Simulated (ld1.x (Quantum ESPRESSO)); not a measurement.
## Which change was made? (Cd, TM)

Cd (Z = 48), norm-conserving Troullier–Martins (Kleinman–Bylander form), made with ld1.x (Quantum ESPRESSO) 7.5 (PBE, scalar-relativistic). Core [Kr], reference 4d10 5s2 5p0. Waves: 5s (bound): rc 2.15 bohr; 5p (bound, empty): rc 3.00 bohr; 4d (bound): rc 1.75 bohr. Local part: the d channel. Core correction: a·sin(br)/r model core, default radius (core density twice the valence density).

Cutoffs, loose and tight: the cutoffs (Ry, on a coarse ladder) from which the occupation-weighted sum of valence levels, in a spherical-Bessel basis at the reference potential, stays within 10 and 1 mRy of its value at 400 Ry. They do not see the model core or the augmentation charge, which bear on the density cutoff. Test errors are all-electron minus pseudo excitation energies from the reference, over the configurations 4d10 5s1 5p0; 4d10 5s0 5p0; 4d9 5s0 5p0; 4d10 5s0 5p2; 4d9 5s2 5p1; 4d10 5s1.5 5p0; 4d10 5s1 5p1; variants that change the core or the reference have their own tests. The largest error is taken over the tests solved by every variant that gives reliable tests at all, those not shown here included: 4d10 5s0 5p0; 4d10 5s0 5p2; 4d10 5s1 5p0; 4d10 5s1 5p1; 4d10 5s1.5 5p0; 4d9 5s0 5p0.

The base gives: outcome: generated; cutoff, loose: 70 Ry; cutoff, tight: 100 Ry; bound ghosts: s, p; largest test error (meV): -78.

(1) After one change the result is: outcome: generated; cutoff, loose: 60 Ry; cutoff, tight: 90 Ry; bound ghosts: s, p; largest test error (meV): -97. Which change was it?
A. core [Ar] 3d10, valence charge 20; reference 4s2 4p6 4d10 5s1 5p1; waves now 4s (bound): rc 1.25 bohr; 4p (bound): rc 1.45 bohr; 4d (bound): rc 1.60 bohr; local potential all-electron potential smoothed inside 1.00 bohr (lloc = -1); core correction none
B. wave 4d (bound): rc 1.75 bohr becomes 4d (bound): rc 1.92 bohr
C. local potential all-electron potential smoothed inside 2.55 bohr (lloc = -1)

## Answers

(1) B. The others give: core [Ar] 3d10, valence charge 20; reference 4s2 4p6 4d10 5s1 5p1; waves now 4s (bound): rc 1.25 bohr; 4p (bound): rc 1.45 bohr; 4d (bound): rc 1.60 bohr; local potential all-electron potential smoothed inside 1.00 bohr (lloc = -1); core correction none → outcome: failed: the pseudo-atom did not reach self-consistency | local potential all-electron potential smoothed inside 2.55 bohr (lloc = -1) → outcome: generated; cutoff, loose: 70 Ry; cutoff, tight: 110 Ry; bound ghosts: none; largest test error (meV): -160.
